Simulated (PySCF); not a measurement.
**Cost of excited-state runs on `c1c(N)ccc(CC)c1`, C$_{8}$H$_{11}$N**

Geometry:
```csv
atom,x (Å),y (Å),z (Å)
C1,2.908,-0.688,-0.315
C2,2.114,0.607,-0.162
C3,0.630,0.377,-0.056
C4,0.013,0.149,1.179
C5,-1.349,-0.112,1.281
C6,-2.159,-0.159,0.135
N7,-3.504,-0.465,0.224
C8,-1.547,0.070,-1.108
C9,-0.184,0.330,-1.193
H10,3.990,-0.492,-0.392
H11,2.597,-1.236,-1.218
H12,2.743,-1.356,0.545
H13,2.465,1.148,0.733
H14,2.321,1.267,-1.020
H15,0.615,0.183,2.092
H16,-1.798,-0.283,2.264
H17,-3.940,-0.298,1.121
H18,-4.080,-0.170,-0.554
H19,-2.153,0.043,-2.018
H20,0.261,0.508,-2.177
```

PySCF with density fitting, on 1 thread of an Arm Neoverse V2, shared host. Command: `OMP_NUM_THREADS=1 python excited_run.py task.json out`

(1) How long does each of these runs take, and how much memory?
- first hyperpolarisability, CAM-B3LYP/aug-cc-pVDZ; usual settings
- excited states, CAM-B3LYP/aug-cc-pVDZ; Tamm-Dancoff; spin-orbit couplings; 6 states; 5 triplets; quadratic response for 4 states
- excited states, CAM-B3LYP/aug-cc-pVDZ; two-photon moments; 8 states; quadratic response for 6 states; 0 triplets

Results:

(1) 
```
                      run                  level  basis functions  wall time  peak memory (GiB)
first hyperpolarisability  CAM-B3LYP/aug-cc-pVDZ              306       70 s                1.3
           excited states  CAM-B3LYP/aug-cc-pVDZ              306       76 s                1.3
           excited states  CAM-B3LYP/aug-cc-pVDZ              306       94 s                1.3
```
Times from a shared host are rough.
